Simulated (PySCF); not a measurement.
# TiH₂: PBE0 against B3LYP

Base calculation in PySCF with density fitting and no spin–orbit coupling, PBE0/def2-TZVP (no relativity): triplet, C2v, Ti–H 1.757 Å (×2); H–Ti–H 122.2°; wavenumbers 570, 1588, 1598 cm⁻¹; dipole moment 3.32 D, polar-tensor charge of Ti 0.93 e, atomisation energy (no zero-point energy) 513 kJ/mol.

Q: What changes on going to B3LYP/def2-TZVP (no relativity)?

A: The point group stays the same. Changes: mean bond to Ti 0.000 Å, smallest bond angle -0.1 degrees, highest wavenumber +2 cm⁻¹, lowest wavenumber +9 cm⁻¹, dipole moment -0.10 D, polar-tensor charge of Ti -0.03 e, atomisation energy (no zero-point energy) +14 kJ/mol. The new structure has Ti–H 1.757 Å (×2); H–Ti–H 122.1°, with wavenumbers 579, 1591, 1600 cm⁻¹.

Open d or f shells are single determinants, so the state found may not be the ground state. Each species is the lowest minimum found with this bonding; other isomers or fragments can lie lower.
